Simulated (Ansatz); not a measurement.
System: C4H10O, charge 0, multiplicity 1. 
Structure (B3LYP-D3(BJ)/def2-TZVP (Ansatz, a first-principles code) minimum search):
```
C
H 1 1.0955
C 1 1.5216 2 106.78
H 3 1.0973 1 109.57 2 64.43
H 3 1.0990 4 107.84 1 -118.94
O 3 1.4260 4 110.43 5 -120.99
H 6 0.9619 3 108.86 4 62.17
C 1 1.5278 2 108.43 3 -120.12
H 8 1.0892 1 111.04 2 61.09
H 8 1.0918 9 108.45 1 122.04
H 8 1.0942 9 108.08 10 116.55
C 1 1.5283 2 108.57 3 118.60
H 12 1.0912 1 110.78 2 61.87
H 12 1.0922 13 107.86 1 122.50
H 12 1.0937 13 107.52 14 116.12
```
Charge 0, spin multiplicity 1.

Total electronic energies in hartree. Valence correlation only, unless marked. No spin-orbit coupling. Non-relativistic unless marked X2C. Basis-set limits of correlation are two-point, X^-3; Hartree-Fock from the larger set. The bracket is a focal-point correction in the basis named.

```
level                                                                 program  energy (Eh)
-------------------------------------------------------------  --------------  -----------
HF/6-31G*                                                              Ansatz   -232.14496
HF/aug-cc-pVTZ                                                         Ansatz   -232.24113
revPBE-D4/def2-TZVPD                                           Ansatz + dftd4   -233.71445
revPBE/def2-TZVPD                                                      Ansatz   -233.68035
PBE0-D3(BJ)/def2-TZVPD                                         Ansatz + dftd3            ?
r2SCANh/def2-TZVPD                                                     Ansatz   -233.60832
LC-wPBE/def2-TZVPD                                                     Ansatz   -233.62384
wB97M-V/def2-TZVPD                                                     Ansatz   -233.63663
wB97X-V/def2-TZVPD                                                     Ansatz            ?
MP2/6-31G*                                                             Ansatz   -232.85109
MP2/cc-pwCVTZ                                                          Ansatz   -233.20564
SCS-MP2/STO-3G                                                         Ansatz   -229.55612
SCS-MP2/cc-pVTZ                                                        Ansatz   -233.19335
SCS-MP2/cc-pVQZ                                                        Ansatz   -233.27826
CCSD/cc-pVDZ                                                           Ansatz   -232.99981
CCSD/aug-cc-pVTZ                                                       Ansatz   -233.25738
X2C-CCSD(T)/cc-pVTZ-DK                                                 Ansatz   -233.38770
RI-MP2/CBS(aug-cc-pVTZ,aug-cc-pVQZ)+[CCSD(T)-MP2]/aug-cc-pVDZ          Ansatz    -233.4056
RI-MP2/CBS(cc-pVTZ,cc-pVQZ)+[CCSD(T)-MP2]/cc-pVDZ                      Ansatz    -233.4016
RI-MP2/CBS(aug-cc-pVTZ,aug-cc-pVQZ)+[CCSD(T)-MP2]/aug-cc-pVTZ          Ansatz    -233.4038
RI-MP2/CBS(cc-pVTZ,cc-pVQZ)+[CCSD(T)-MP2]/cc-pVTZ                      Ansatz    -233.4023
RI-MP2/CBS(cc-pVTZ,cc-pVQZ)+[CCSD(T)-MP2]/cc-pVQZ                      Ansatz    -233.3955
CCSD(T)/CBS(cc-pVTZ,cc-pVQZ)                                           Ansatz    -233.3908
```

### Question
Some entries are withheld; supply them.

### Answer

- PBE0-D3(BJ)/def2-TZVPD, energy (Eh): -233.48916
- wB97X-V/def2-TZVPD, energy (Eh): -233.69026
